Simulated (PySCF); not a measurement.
# Fractional electron number in Mn²⁺ (manganese, charge +2)

The 3d alpha orbital of [Ar] 3d5 is emptied in steps (occupation f), with all orbitals relaxed, ending at [Ar] 3d4. Calculation: PySCF 2.14, in aug-cc-pVTZ (8s7p5d3f2g, 93 functions); no relativity, point nucleus. The exact energy is a straight line in f; departures are measured from the line between the end points of the same method.

Q: Among PBE0, r2SCAN, LC-wPBE, which shows the largest delocalisation error (convex curve), and which is closest to linear?

A: Most convex: r2SCAN (-1.887 eV at f = 0.4); closest to linear: LC-wPBE (-0.761 eV).

```
  f  PBE0 (eV)  r2SCAN (eV)  LC-wPBE (eV)
  1      0.000        0.000         0.000
0.8     -0.909       -1.248        -0.491
0.6     -1.373       -1.880        -0.749
0.4     -1.382       -1.887        -0.761
0.2     -0.927       -1.262        -0.514
  0      0.000        0.000         0.000
```

```tsv
method	E(f=0) − E(f=1) (eV)	−ε at f=1 (eV)	−ε at f=0.4 (eV)
PBE0	34.084	28.447	35.191
r2SCAN	34.112	26.361	35.654
LC-wPBE	34.151	31.135	34.730
```

Reference removal energy between the ground levels: 33.668 ± 0.012 eV (measured; NIST Atomic Spectra Database, ionization energies). The calculation has no spin-orbit coupling. The determinant left behind need not be the lowest term of the ion.
